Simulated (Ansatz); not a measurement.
Basis-set extrapolation for CH$_{7}$BSSi$_{2}$ (PBE0-D4/def2-TZVP geometry, frozen core, Ansatz 0.2.0). Multiplicity 1, RHF reference.

```csv
,def2-TZVPP,def2-QZVPP
HF,-1042.097872,-1042.129447
MP2 correlation,-0.708670,-0.760084
CCSD(T) correlation,-0.804658,not run
```

Energies in hartree. Use E(X) = E(∞) + A·exp(−7.88·√X) for Hartree–Fock and E(X) = E(∞) + B·X^(−2.97) for correlation, with X = 3 and 4, and add CCSD(T) minus MP2 of the smaller set to the MP2 limit.

What is the CCSD(T) energy at the basis-set limit?

HF limit: -1042.129447 + (-0.031575) × 0.13774 = -1042.13380. MP2 limit: -0.760084 + (-0.051414) × 0.74074 = -0.79817. Higher-order term: -0.804658 − (-0.708670) = -0.09599. Total: -1043.02796 hartree, 329.3 kJ/mol below CCSD(T)/def2-TZVPP.
